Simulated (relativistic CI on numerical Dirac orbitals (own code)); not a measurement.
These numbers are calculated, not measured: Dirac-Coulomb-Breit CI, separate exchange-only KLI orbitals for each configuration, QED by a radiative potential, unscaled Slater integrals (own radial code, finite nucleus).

The strongest absorption lines from the ground level of an ion, among the configurations computed and to levels below about 6320 eV (vacuum wavelength in nm, gf): 0.19711 (0.042), 0.19890 (0.031), 0.22635 (0.088), 0.23051 (0.07), 0.31253 (0.27), 0.32884 (0.26), 1.8956 (0.62), 7.1346 (0.075).

Task: Which ion is it?
A. Pt65+
B. Pt67+
C. Th79+
D. Hf61+

Result: B. Pt67+ has 11 electrons and the ground level 3s ²S1/2; the strongest line goes to 3p ²P°3/2. The pattern of lines fixes the number of electrons, and along that sequence the line energies rise steadily with the charge (about as its square where n changes within one kind of shell, about linearly where n is kept but much faster in heavy ions where fine structure, which grows about as Z⁴, sets the gap, and irregularly where shells cross), which fixes Z. Configurations outside the model, such as inner-shell arrays, can give stronger lines. At this charge energies of transitions that change n are usually good to better than 1 %, and those within a shell (Δn = 0) to a few per cent.
